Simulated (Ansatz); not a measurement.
Abridged output of a molecular run in Ansatz:

```
Functional definition: HF
1820 factors; integrals over basis functions are off by at most 1.1e-3 eV
mean field evaluation 1: about -72809.1507 eV, gradient 5.7e1 eV
mean field evaluation 2: about -72809.3751 eV, gradient 5.7e1 eV
mean field evaluation 4: about -72815.4337 eV, gradient 3.8e0 eV
mean field evaluation 8: about -72815.5084 eV, gradient 3.4e-1 eV
mean field -72815.50872966 eV, -2675.9205896907 hartree, gradient 7.9e-6 eV, S^2 0.000000; 0 other end points of the search recorded, 0 dependent functions left out
18 core orbitals not correlated: weight in the atoms' cores, before any rotation towards them, 1.000 or more for the frozen orbitals, at most 0.000 for the correlated occupied ones
reference -72815.50872966 eV, -2675.9205896907 hartree; 24, 24 occupied and 256, 256 virtual orbitals, 1820 factors
second order -35.39151174 eV of doubles, -0.00000000 eV of singles
cycle   1  -35.18075227 eV  change    2.1e-1 eV  update   1.2e-1
cycle   2  -35.99238191 eV  change   -8.1e-1 eV  update   3.5e-2
cycle   3  -36.15292592 eV  change   -1.6e-1 eV  update   1.8e-2
cycle   4  -36.13221950 eV  change    2.1e-2 eV  update   3.9e-3
cycle   5  -36.12966028 eV  change    2.6e-3 eV  update   1.7e-3
cycle   6  -36.13076346 eV  change   -1.1e-3 eV  update   5.3e-4
cycle   7  -36.13046205 eV  change    3.0e-4 eV  update   2.0e-4
cycle   8  -36.13034237 eV  change    1.2e-4 eV  update   7.6e-5
cycle   9  -36.13036229 eV  change   -2.0e-5 eV  update   3.4e-5
perturbative correction -1.22224597 eV, -0.0449167108 hartree
Total energy: -72852.86133792 eV, -2677.2932727256 hartree
```

Its atoms:

Z-matrix (Å, degrees):
```
Ge
Si 1 2.374
N 1 1.843 2 106.8
H 1 1.554 2 108.6 3 -123.8
H 1 1.537 2 112.6 3 117.5
F 2 1.591 1 113.9 3 -80.5
N 2 1.689 1 112.0 3 159.0
F 2 1.600 1 106.4 3 33.8
H 3 1.011 1 113.4 2 -49.4
H 3 1.011 1 114.5 2 -174.8
H 7 1.006 2 122.0 1 -44.4
H 7 1.007 2 122.1 1 157.9
```

(1) Which basis set was used?
A. cc-pV(D+d)Z
B. def2-SVPD
C. def2-TZVPP
D. def2-SVP

(2) Write the keys of the input that set method, charge and spin (a neutral closed shell needs none for the last two).

## Answers

(1) C. It gives 298 functions.

(2) 
```yaml
correlation: {method: ccsd_t}
```
